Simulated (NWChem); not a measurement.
Species: ZrO₂ cation, doublet; SMILES of the neutral closed-shell parent [O]=[Zr]=[O]

```xyz
3

Zr     0.3364     0.0678     0.0000
O     -0.9978     1.1437     0.0000
O     -0.6841    -1.4826     0.0000
```
Atoms are numbered in this order, from 1.

The geometry was optimised at PBE0/def2-SVP, spin-unrestricted. This spin state was assumed; another may lie lower. No stability test was run on the SCF state. B3LYP is NWChem's, with the RPA form of VWN correlation. def2 effective core potentials on Zr; no spin-orbit coupling.

Symmetry labels are those of Cs in the frame above (b1 and b2, or b-type labels, depend on it).

Task: List the 6 lowest vertical excitations from B3LYP/def2-SVP with def2 effective core potentials on Zr, spin-unrestricted, TDA (NWChem).

Result: 
```tsv
state	energy (eV)	oscillator strength	symmetry of the excitation	<S²>
state 1	1.31	0.000	a'	0.79
state 2	1.34	0.000	a"	0.78
state 3	2.65	0.001	a'	0.85
state 4	2.68	0.000	a"	0.85
state 5	3.12	0.033	a'	0.83
state 6	4.31	0.000	a'	2.37
```
